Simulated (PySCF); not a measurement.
Excitations are Tamm–Dancoff values on a coarser integration grid. The basis has no diffuse functions, so Rydberg states are missing or too high.

Cartesian coordinates (Å):
```xyz
8

B      1.2559     0.4726     0.3572
O      0.0043     0.3814     0.8279
C     -1.0111    -0.3380     0.1524
H      2.0336     1.1020     1.0013
H      1.5494    -0.0658    -0.6706
H     -1.8279     0.3438    -0.0813
H     -1.3834    -1.1218     0.8111
H     -0.6300    -0.7831    -0.7683
```
Charge 0, multiplicity 1.

Q: What total energy, LUMO and brightest of the four lowest singlets (TDA) does PBE-D3(BJ)/def2-TZVP // M06-2X/def2-TZVP run with PySCF give?

A: 
```
Quantity                                            Value
-------------------------------------------  ------------
total energy                                 -141.0753 Ha
LUMO                                             -1.33 eV
brightest of the four lowest singlets (TDA)       7.58 eV
```
